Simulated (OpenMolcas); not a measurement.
# OpenMolcas run: S⁺

Input:

```
&GATEWAY
Coord
1

S 0.0 0.0 0.0
Basis=ANO-RCC-VQZP
Group=XYZ
NoMove
AngMom=0.0 0.0 0.0
AMFI
&SEWARD
&RASSCF
FileOrb=start.orb
Symmetry=2
Spin=4
nActEl=3 0 1
Inactive=3 3
Ras2=0 3
Ras3=6 0
CIRoot=1 1 1
SDav=1
CIMx=300
Iter=120 100
PrWF=0.3
OrbListing=Nothing
MaxOrb=0
Thrs=2.0e-7 1.0e-1 5.0e-4
Atom
>>> COPY $Project.JobIph JOB001
&RASSCF
FileOrb=start.orb
Symmetry=2
Spin=2
nActEl=3 0 1
Inactive=3 3
Ras2=0 3
Ras3=6 0
CIRoot=8 8 1
SDav=8
CIMx=300
Iter=120 100
PrWF=0.3
OrbListing=Nothing
MaxOrb=0
Thrs=2.0e-7 1.0e-1 5.0e-4
Atom
>>> COPY $Project.JobIph JOB002
&RASSCF
FileOrb=start.orb
Symmetry=1
Spin=4
nActEl=3 0 1
Inactive=3 3
Ras2=0 3
Ras3=6 0
CIRoot=18 18 1
SDav=18
CIMx=300
Iter=120 100
PrWF=0.3
OrbListing=Nothing
MaxOrb=0
Thrs=2.0e-7 1.0e-1 5.0e-4
Atom
>>> COPY $Project.JobIph JOB003
&RASSCF
FileOrb=start.orb
Symmetry=1
Spin=2
nActEl=3 0 1
Inactive=3 3
Ras2=0 3
Ras3=6 0
CIRoot=54 54 1
SDav=54
CIMx=300
Iter=120 100
PrWF=0.3
OrbListing=Nothing
MaxOrb=0
Thrs=2.0e-7 1.0e-1 5.0e-4
Atom
>>> COPY $Project.JobIph JOB004
&RASSI
NrOfJobIphs=4 1 8 18 54
1
1 2 3 4 5 6 7 8
1 2 3 4 5 6 7 8 9 10 11 12 13 14 15 16 17 18
1 2 3 4 5 6 7 8 9 10 11 12 13 14 15 16 17 18 19 20 21 22 23 24 25 26 27
28 29 30 31 32 33 34 35 36 37 38 39 40 41 42 43 44 45 46 47 48 49 50 51
52 53 54
IphNames
JOB001
JOB002
JOB003
JOB004
EJob
SpinOrbit
DIPRint=1.0
SOCoupling=1000.0
Subsets=2
MEES
Property=10
'ANGMOM' 1 'ANGMOM' 2 'ANGMOM' 3 'MLTPL  1' 1 'MLTPL  1' 2 'MLTPL  1' 3
'AMFI' 1 'AMFI' 2 'AMFI' 3 'MLTPL  2' 6
SOProperty=3
'ANGMOM' 1 'ANGMOM' 2 'ANGMOM' 3
```

A driver script runs the steps one by one and writes start.orb anew before each from the orbitals found so far.

Output, cut to the results:

```
--- SEWARD ---
Basis set label: S.ANO-RCC...6S5P3D2F1G.

      Electronic valence basis set:
      ------------------
      Associated Effective Charge  16.000000 au
      Associated Actual Charge     16.000000 au
      Nuclear Model: Point charge

      Shell  nPrim  nBasis  Cartesian Spherical Contaminant
         s      17       6        X
         p      12       5        X
         d       5       3                 X
         f       4       2                 X
         g       2       1                 X
                  Relativistic Douglas-Kroll-Hess integrals:
                    - DKH order of Hamiltonian: 2
                    - DKH order of Properties : 0
                  Atomic mean-field integrals
--- RASSCF ---
Wave function specifications:
      -----------------------------

      Number of closed shell electrons          12
      Number of electrons in active shells       3
      Max number of holes in RAS1 space          0
      Max nr of electrons in RAS3 space          1
      Number of inactive orbitals                6
      Number of active orbitals                  9
      Number of secondary orbitals              44
      Spin quantum number                      1.5
      State symmetry                             2
Orbital specifications:
      -----------------------

      Symmetry species                           1   2
                                                ag  au
      Frozen orbitals                            0   0
      Inactive orbitals                          3   3
      Active orbitals                            6   3
      RAS1 orbitals                              0   0
      RAS2 orbitals                              0   3
      RAS3 orbitals                              6   0
      Secondary orbitals                        21  23
      Deleted orbitals                           0   0
      Number of basis functions                 30  29
      Number of CSFs                             1
      Number of root(s) required                 1
      Iter CI   SX   CI       RASSCF       Energy    max ROT     max BLB   max BLB  Level Ln srch  Step   QN
          iter iter root      energy       change     param      element    value   shift minimum  type update
 Nr of preliminary CI iterations:   1
 ###############################################################################
 ###############################################################################
 ###                                                                         ###
 ###                                                                         ###
 ###    WARNING: Problems in orbital optimization.                           ###
 ###                                                                         ###
 ###                                                                         ###
 ###############################################################################
 ###############################################################################
  Warning: In symmetry  1, orbital p=   4 has diagonal density matrix element D(p,p) close to zero. D(p,p)=  0.000000E+00
  Warning: In symmetry  1, orbital p=   5 has diagonal density matrix element D(p,p) close to zero. D(p,p)=  0.000000E+00
        ...
  Warning: In symmetry  1, orbital p=   7 has diagonal density matrix element D(p,p) close to zero. D(p,p)=  0.000000E+00
  Warning: In symmetry  1, orbital p=   8 has diagonal density matrix element D(p,p) close to zero. D(p,p)=  0.000000E+00
  Warning: In symmetry  1, orbital p=   9 has diagonal density matrix element D(p,p) close to zero. D(p,p)=  0.000000E+00
        4   1    3    1  -398.25483007   -1.99E-12  -2.19E-07    3   9 1 -7.39E-07   0.50   0.00    SX    NO
      Convergence after  4 iterations
        5   1    3    1  -398.25483007    2.27E-13  -2.19E-07    3   9 1 -3.27E-07   0.50   0.00    SX    NO
      Natural orbitals and occupation numbers for root  1
      sym 1:   0.000000   0.000000   0.000000   0.000000   0.000000   0.000000
      sym 2:   1.000000   1.000000   1.000000
::    RASSCF root number  1 Total energy:   -398.25483007
--- RASSCF ---
Wave function specifications:
      -----------------------------

      Number of closed shell electrons          12
      Number of electrons in active shells       3
      Max number of holes in RAS1 space          0
      Max nr of electrons in RAS3 space          1
      Number of inactive orbitals                6
...
--- RASSI ---
SPIN-FREE ENERGIES:
  (Shifted by EMIN (a.u.) =       -398.2548300668)

 SF State       Relative EMIN(au)   Rel lowest level(eV)    D:o, cm**(-1)      L_eff

     1             0.0000000000        0.0000000000              0.0000         0.0
     2             0.0876684978        2.3855813542          19241.0112         2.0
     3             0.0876684978        2.3855813542          19241.0112         2.0
     4             0.0876684978        2.3855813542          19241.0112         2.0
     5             0.0876684978        2.3855813542          19241.0112         2.0
     6             0.0876684978        2.3855813542          19241.0112         2.0
     7             0.1453208322        3.9543812953          31894.2361         1.0
     8             0.1453208322        3.9543812953          31894.2361         1.0
     9             0.1453208322        3.9543812953          31894.2361         1.0
    10             0.5046904422       13.7333265561         110766.7487         3.0
    11             0.5046904422       13.7333265561         110766.7487         3.0
    12             0.5046904422       13.7333265561         110766.7487         3.0
    13             0.5046904422       13.7333265561         110766.7487         3.0
    14             0.5046904422       13.7333265561         110766.7487         3.0
    15             0.5046904422       13.7333265561         110766.7487         3.0
    16             0.5046904422       13.7333265561         110766.7487         3.0
    17             0.5146322473       14.0038568568         112948.7228         1.0
    18             0.5146322473       14.0038568568         112948.7228         1.0
    19             0.5146322473       14.0038568568         112948.7228         1.0
    20             0.5268198200       14.3354976027         115623.5858         2.0
    21             0.5268198200       14.3354976027         115623.5858         2.0
...
```

Levels above the lowest, from the spin-orbit matrix, grouped by J:

| Configuration | Term | J | E (eV) | Measured (eV) | g | Term weight % |
| --- | --- | --- | --- | --- | --- | --- |
| 3s² 3p³ | ⁴S° | 3/2 | 0.0000 | 0.0000 | 2.002 | 100 |
| 3s² 3p³ | ²D° | 3/2 | 2.3841 | 1.8415 | 0.800 | 100 |
| 3s² 3p³ | ²D° | 5/2 | 2.3863 | 1.8455 | 1.200 | 100 |
| 3s² 3p³ | ²P° | 1/2 | 3.9551 | 3.0407 | 0.666 | 100 |
| 3s² 3p³ | ²P° | 3/2 | 3.9581 | 3.0465 | 1.333 | 100 |
| 3s² 3p² 3d | ⁴F | 3/2 | 13.6940 | 13.6602 | 0.399 | 100 |
| 3s² 3p² 3d | ⁴F | 5/2 | 13.7101 | 13.6771 | 1.029 | 100 |
| 3s² 3p² 3d | ⁴F | 7/2 | 13.7329 | 13.7013 | 1.239 | 100 |
| 3s² 3p² 3d | ⁴F | 9/2 | 13.7626 | 13.7333 | 1.334 | 100 |
| 3s² 3p² 4s | ⁴P | 1/2 | 13.9558 | 13.5838 | 2.669 | 100 |
| 3s² 3p² 4s | ⁴P | 3/2 | 13.9848 | 13.6174 | 1.735 | 100 |
| 3s² 3p² 4s | ⁴P | 5/2 | 14.0321 | 13.6716 | 1.601 | 100 |
| 3s² 3p² 3d | ⁴D | 1/2 | 14.3189 | 14.1543 | 0.005 | 99 |
| 3s² 3p² 3d | ⁴D | 3/2 | 14.3247 | 14.1591 | 1.201 | 99 |
| 3s² 3p² 3d | ⁴D | 5/2 | 14.3339 | 14.1628 | 1.371 | 100 |
| 3s² 3p² 3d | ⁴D | 7/2 | 14.3446 | 14.1688 | 1.428 | 99 |
| 3s² 3p² 3d | ²P(1) | 1/2 | 14.4983 |  | 0.661 | 98 |
| 3s² 3p² 3d | ²P(1) | 3/2 | 14.5016 |  | 1.333 | 99 |
| 3s² 3p² 3d | ²F(1) | 5/2 | 14.7758 | 14.2339 | 0.858 | 100 |
| 3s² 3p² 3d | ²F(1) | 7/2 | 14.8262 | 14.2936 | 1.145 | 99 |
| 3s² 3p² 4s | ²P | 3/2 | 14.9977 | 14.0674 | 1.334 | 100 |
| 3s² 3p² 4s | ²P | 1/2 | 15.0001 | 14.0025 | 0.666 | 99 |
| 3s² 3p² 4s | ²D | 5/2 | 15.8568 | 15.0678 | 1.201 | 100 |
| 3s² 3p² 4s | ²D | 3/2 | 15.8569 | 15.0676 | 0.800 | 100 |

Against the 21 measured excited levels shown (NIST Handbook of Basic Atomic Spectroscopic Data) the mean absolute deviation is 3600 cm-1; the largest miss in energy is 3s² 3p² 4s ²P_1/2: computed 15.0001, measured 14.0025 eV (+7.1 %), and the largest in proportion 3s² 3p³ ²P°_1/2 (+30.1 %). Levels of one J stand in another order than measured, so their pairing by name is doubtful.

Without dynamic correlation excited terms often stand tens of per cent too high (terms of higher spin than the ground term too low), and those without a measured partner can miss by more than the paired ones. ANO sets are built for valence states and can reach diffuse excited orbitals poorly, and with the s shell closed the s pⁿ⁺¹ terms that mix with these levels are absent. With the s shell closed, the reference lacks s² → p² mixing. Computed and measured levels are paired by configuration, term and J; levels that our copy of the source lacks, or whose pairing is in doubt (as where it misses far off the trend of its configuration), stay unpaired and out of the deviations. Levels of configurations outside the active space are missing. The table shows the lowest 24 of 41 levels.

The term weight is that of the spin-free term in the level, not the purity of its configuration. A number in round brackets counts repeated terms of one configuration in the order of the reference energies. ° marks odd parity.
